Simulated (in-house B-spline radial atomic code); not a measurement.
**Binding energies in the carbon ion C⁺**

NIST's tabulated ground configuration is [He] 2s2 2p1; each binding energy is the energy of the ion with one electron taken from that subshell, relaxed, less that of the parent. Level of theory: Dirac-Hartree-Fock, average of configuration, Fermi nucleus of rms radius 2.4702 fm; calculated with a B-spline radial code for spherical atoms. Energies include first-order Breit, QED and recoil terms.

```tsv
subshell	X-ray name	binding energy (eV)	-ε (eV)	relaxation (eV)
1s	K	315.7	323.9	8.1
2s	L1	30.66	31.41	0.75
2p	L2,3	24.04	24.62	0.57
```

Relaxation = -ε minus the binding energy without Breit, QED and recoil terms.

(1) What does it cost to remove both a 1s and a 2p electron?

(2) What does it cost to remove both a 2s and a 2p electron?

(3) What does it cost to remove two 1s electrons?

Answers

(1) 363.38 eV, which is 23.62 eV more than the two single binding energies together.

(2) 69.838 eV, which is 15.13 eV more than the two single binding energies together.

(3) 716.78 eV, which is 85.34 eV more than the two single binding energies together.
